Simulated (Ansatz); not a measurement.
H5OPSSi2, SMILES `[SiH3][SiH]1OPS1`, relaxed with RKS PBE0-D4/def2-TZVP in the Gaussian-basis code of Ansatz from a PBE-D4/def2-SVP geometry. The force threshold is 0.005 eV/Å; the program also tests the step.

Total charge 0; spin multiplicity 1.

Start:

```xyz
10

Si    0.647   -1.415   -0.576
Si   -0.978    0.258   -0.255
O    -1.103    0.665    1.409
P    -0.194    2.108    1.442
S    -0.205    2.226   -0.772
H     0.885   -1.582   -2.053
H     0.212   -2.733    0.006
H     1.923   -0.973    0.087
H    -2.323   -0.061   -0.848
H     1.136    1.507    1.560
```

**Question.** By how much does the energy fall, and how many steps does the optimiser take? (Estimate.)

**Answer.** Computed: 0.10 eV, in 7 steps.

**Question.** Which bonds change most? (An estimate is asked.)

**Answer.** Ansatz gave: P4–S5 from 2.217 to 2.163 Å; O3–P4 from 1.706 to 1.662 Å; Si2–O3 from 1.717 to 1.676 Å.

**Question.** Give the relaxed structure. (Estimate.)

**Answer.** Ansatz gave: 
```xyz
10

Si    0.652   -1.426   -0.579
Si   -0.937    0.261   -0.231
O    -1.070    0.673    1.389
P    -0.235    2.110    1.418
S    -0.214    2.213   -0.743
H     0.863   -1.572   -2.044
H     0.185   -2.725   -0.023
H     1.932   -1.039    0.069
H    -2.262   -0.064   -0.819
H     1.087    1.570    1.565
```
